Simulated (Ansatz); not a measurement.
Ansatz (a program for electronic structure) input (SVWN5/def2-TZVP):

Ansatz 0.2 input:
```yaml
crystal:
  periodic: [false, false, false]
  atoms:
    - {symbol: Si, position_ang: [0.00107769, -0.00268426, 0.49256016]}
    - {symbol: F, position_ang: [1.11248875, -0.75428203, -0.38966015]}
    - {symbol: F, position_ang: [-1.11416515, 0.75845754, -0.37654454]}
basis:
  gaussian:
    orbitals: def2-TZVP
hamiltonian:
  xc: {name: SVWN5}
magnetization: {spin_polarized: true, initial_magnetization: 2}
relax: {f_tol: 0.003, max_steps: 100}
```

End of the output:

```
mean field -13247.86392327 eV, -486.8500194553 hartree, gradient 2.5e-5 eV, S^2 2.001067; 0 other end points of the search recorded, 0 dependent functions left out
the calculation of the forces begins
reference -13247.86394946 eV, -486.8500204180 hartree; 17, 15 occupied and 82, 84 virtual orbitals, 564 factors
relax step   4: F+E_penalty+E_count = -13247.86392327 eV  Δ(F+E_penalty+E_count) = -1.271e-6 eV  max|allowed force component| = 7.196e-4 eV/Å  Δτ_max = 0.0005 Å  (19 SCF iters, accepted)
integrals: 0.02 GiB planned
564 factors; their error is unknown
mean field: 0.24 GiB planned
mean field -13247.86392327 eV, -486.8500194553 hartree, gradient 2.5e-5 eV, S^2 2.001067; 1 other end points of the search recorded, 0 dependent functions left out
the calculation of the forces begins
reference -13247.86394946 eV, -486.8500204180 hartree; 17, 15 occupied and 82, 84 virtual orbitals, 564 factors
Total energy: -13247.86394946 eV, -486.8500204180 hartree
Atom 0 at     0.001075    -0.002678     0.491379 Å, force    -0.000002     0.000004    -0.000720 eV/Å
Atom 1 at     1.107173    -0.750673    -0.389038 Å, force     0.000076    -0.000053     0.000359 eV/Å
Atom 2 at    -1.108847     0.754842    -0.375985 Å, force    -0.000074     0.000049     0.000360 eV/Å
Dipole moment:     0.000534    -0.001331     0.244215 e Å
```

This is an excited triplet: at this geometry the singlet lies 3.07 eV lower at RI-MP2/CBS(aug-cc-pV(T+d)Z,aug-cc-pV(Q+d)Z)+[CCSD(T)-MP2]/aug-cc-pV(T+d)Z.
